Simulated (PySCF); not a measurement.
**Spectroscopy problems**

Averaged over atoms made equivalent by symmetry, fast rotation or ring inversion, gas phase, non-relativistic, a single conformation. Geometry from GFN2-xTB; shielding tensors at PBE0/pcSseg-1 (GIAO); PySCF.

Scale: 1H (σ = 31.72 ppm), 13C (σ = 186.93 ppm) against TMS (reference shieldings calculated alike). Where no couplings were computed, multiplicities follow the n + 1 count of equivalent neighbours, and m marks all less simple cases (inequivalent or close neighbours, rings, F or P nearby). Shifts are as computed. Against solution values, carbons near 30 ppm lie about +3 ppm off and those near 130 ppm about +5 ppm; carbons on Cl a further +6 ppm. Of 1211 compounds with measured shifts, 218 miss one by over three times the rms of a fit or turn the order of signals round; such compounds aren't used in these exercises. Carbons bonded to Cl come out too deshielded. OH and NH positions are gas-phase values without hydrogen bonding to other molecules.

**Question.** C7H11ClO. 1H NMR (400 MHz, computed): δ 7.48 (d, 1H), 5.99 (d, 1H), 1.13 (s, 9H). 13C{1H} NMR (computed): δ 175.9, 175.3, 128.2, 37.6, 29.4. What is it?

**Answer.** SMILES C(=C\C(C)(C)C)/C(=O)Cl. Rings plus π bonds: 2 (no ring in the answer). 5 carbon signals for 7 carbons: some carbons are equivalent by symmetry or fast rotation. Carbon types of the structure: 2 × C, 2 × CH, 3 × CH3, which accounts for all hydrogens. δC 175.9: β carbon of a C=C–C=O unit; conjugation with the carbonyl draws π density from the β position. δC 175.3: carbonyl carbon. δC 128.2: α carbon of a C=C–C=O unit; as expected for a trigonal carbon in a double bond. δH 7.48: hydrogen on a β carbon of a C=C–C=O unit; olefinic region.

The shifts were computed for this structure.

**Question.** C5H11NOSi2. 1H NMR (500 MHz, computed): δ 7.29 (d, 1H), 7.05 (d, 1H), 4.81 (m, 2H), 4.79 (m, 2H), 4.01 (t, 2H), 2.11 (t, 2H), 0.08 (br s, 1H). 13C{1H} NMR (computed): δ 167.8 (C), 144.5 (CH2), 124.5 (C), 66.7 (CH2), 36.7 (CH2). Identify the compound.

**Answer.** `C=NC1=C(CCO)[SiH2][SiH2]1`. The formula gives 3 degrees of unsaturation (1 ring in the answer). 5 carbon signals for 5 carbons: no two carbons are equivalent. Carbon types of the structure: 2 × C, 3 × CH2, leaving 5 H on heteroatoms. δC 167.8, 124.5: fully substituted alkene carbon. δC 144.5: C=N carbon. δC 66.7: sp3 CH2 bonded to O; the inductive effect lowers its shielding. δH 0.08: hydrogen on an alcohol oxygen; exchangeable; this is the value without hydrogen bonding to other molecules.

This is the structure that produced the data.
